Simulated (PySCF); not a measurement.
Geometry (Å), atoms numbered from 1 in this order:
```xyz
16

O     0.0762    1.5551   -2.9231
C    -0.1712    1.3269   -1.8179
C    -0.4770    1.0971   -0.5670
C    -1.5272    1.8371    0.1196
O    -1.8472    1.6244    1.2619
C     0.2302    0.0402    0.2435
Si   -0.8689   -1.5341    0.4731
O     1.4480   -0.3109   -0.4354
C     2.3852   -0.8737    0.3000
O     2.3168   -1.1293    1.4660
H    -2.0125    2.6180   -0.4872
H     0.4815    0.4677    1.2205
H    -2.1584   -1.1033    0.9914
H    -0.1661   -2.4499    1.3608
H    -0.9811   -2.0832   -0.8821
H     3.2641   -1.0731   -0.3355
```

PySCF 2.14 calculation with NMR shieldings at PBE0/pcSseg-1/GIAO and geometry: GFN2-xTB; relativity neglected, a single conformation, no solvent, equivalent nuclei averaged.

δ = σ(ref) − σ, references computed at the same level: ¹³C and ¹H and ²⁹Si vs TMS; H2O for ¹⁷O.

```csv
atoms,nucleus,count,Hirshfeld charge,δ (ppm)
C9,¹³C,1,0.18,164.3
C2,¹³C,1,0.23,?
C4,¹³C,1,0.11,?
H11,¹H,1,0.05,9.90
C3,¹³C,1,-0.08,58.4
O8,¹⁷O,1,-0.09,210.0
H16,¹H,1,0.06,8.11
H13/H14/H15,¹H,3,-0.07,4.00
H12,¹H,1,0.04,5.65
O10,¹⁷O,1,-0.24,454.9
C6,¹³C,1,-0.03,?
O1,¹⁷O,1,-0.11,425.0
O5,¹⁷O,1,-0.22,?
Si7,²⁹Si,1,0.30,-69.9
```

Q: Estimate the values marked ?.

A: 
- C2: 206.6 ppm, central carbon of a ketene
- C4: 185.2 ppm, aldehyde carbonyl carbon; low-lying n→π* states of the double bond to the heteroatom give a large paramagnetic term (-235 ppm)
- C6: 61.3 ppm, allylic sp3 CH bonded to O and Si; pulled downfield by the heteroatom
- O5: 646.1 ppm, aldehyde oxygen

Shifts are as computed. Against solution values, carbons near 30 ppm lie about +3 ppm off and those near 130 ppm about +5 ppm. Of 1211 compounds with measured shifts, 218 miss one by over three times the rms of a fit or turn the order of signals round; such compounds aren't used in these exercises. Unscaled 17O shifts of doubly bonded oxygen tend to come out too high, by tens of ppm or more. Experimental scales use liquid or dissolved standards, which lie at an offset from isolated H2O (liquid H2O: subtract about 36 ppm).
